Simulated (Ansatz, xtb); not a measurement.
Two isomers of C5H7NO3

We compare X, `CC(=O)O/C=C\NC=O`, a singlet, with Y, `COC(=O)/C=C/C(N)=O`, a singlet. Both are isolated molecules in the gas phase, relaxed with B3LYP-D3(BJ)/def2-SVP; each stands in its lowest conformer found.

**Question.** Estimate which is lower in electronic energy at CCSD(T)/def2-SVP + ΔMP2/def2-TZVPP, and by roughly how much.

**Answer.** The CCSD(T)/def2-SVP + ΔMP2/def2-TZVPP calculation puts structure Y lower, by 5.3 kcal/mol.

How the difference moves with the method:

```csv
level,geometry,E(Y) − E(X) (kcal/mol),departure from the last row (kcal/mol),"job, with rough time for the two"
GFN2-xTB,GFN2-xTB,+6.6,+11.9,"optimisation, 0.15 s"
HF/STO-3G,GFN2-xTB,+3.2,+8.5,"single point, 0.52 s"
r2SCAN-D4/def2-SVP,GFN2-xTB,−3.1,+2.2,"single point, 5.3 s"
B3LYP-D3(BJ)/def2-SVP,B3LYP-D3(BJ)/def2-SVP,−2.6,+2.8,"optimisation, 45 s"
HF/def2-SVP,B3LYP-D3(BJ)/def2-SVP,−4.9,+0.4,part of the CCSD(T) run
MP2/def2-SVP,B3LYP-D3(BJ)/def2-SVP,−4.5,+0.9,part of the CCSD(T) run
CCSD(T)/def2-SVP,B3LYP-D3(BJ)/def2-SVP,−3.9,+1.4,single point
CCSD(T)/def2-SVP + ΔMP2/def2-TZVPP,B3LYP-D3(BJ)/def2-SVP,−5.3,,"single point, 3.6 min"
```

As drawn, Y has 1 C–C, 1 N–H in place of 1 C–N, 1 C–H.

GFN2-xTB, HF/STO-3G put the two in the other order. The largest departure from CCSD(T)/def2-SVP + ΔMP2/def2-TZVPP is that of GFN2-xTB, 11.9 kcal/mol. The last row adds to CCSD(T) the change of the MP2 difference between the two basis sets, here −1.4 kcal/mol.

With thermal terms from frequencies at re-optimised GFN2-xTB minima (ideal gas, soft modes damped towards free rotors, one conformer each, 298.15 K, 1 atm): the zero-point term adds −0.1 kcal/mol; ΔH is −5.2 and ΔG −5.6 kcal/mol.

The correlated steps freeze 9 core orbitals. Codes used: Ansatz 0.2.0, xtb 6.7.1; the last row on 4 threads of Arm Neoverse V1 on a shared host.
